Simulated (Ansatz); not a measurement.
CH9BOSi2 (`C[SiH]([SiH3])BO`) at its PBE0-D4/def2-TZVP geometry, where that method's forces vanish. Total charge 0; spin multiplicity 1.

```xyz
14

C     0.2770    1.8947    0.2264
Si   -0.5809    0.2199    0.2506
Si    0.6005   -1.2836    1.6112
B    -0.7504   -0.6404   -1.5705
O    -0.0131   -0.1454   -2.5920
H     0.3896    2.3004    1.2338
H     1.2694    1.8052   -0.2208
H    -0.2954    2.6095   -0.3691
H    -1.9398    0.3426    0.8627
H     1.9721   -1.5117    1.0738
H     0.7396   -0.7634    3.0007
H    -0.0880   -2.6026    1.6776
H    -1.4560   -1.5989   -1.7669
H    -0.1248   -0.6262   -3.4175
```

Task: What forces (eV/Å) does r2SCAN-D4/def2-TZVPP give on these atoms in Ansatz? (An estimate is asked.)

Result: The calculation gave: 
```
C1   0.015  0.024  0.006
Si2 -0.034 -0.017 -0.019
Si3  0.008 -0.027  0.012
B4  -0.136 -0.098  0.167
O5   0.123  0.099 -0.125
H6   0.007  0.009 -0.025
H7  -0.016  0.015  0.010
H8   0.019 -0.004  0.012
H9   0.010 -0.006  0.001
H10 -0.023  0.003  0.013
H11  0.001 -0.012 -0.019
H12  0.017  0.023  0.003
H13  0.010  0.008 -0.003
H14 -0.002 -0.017 -0.033
```
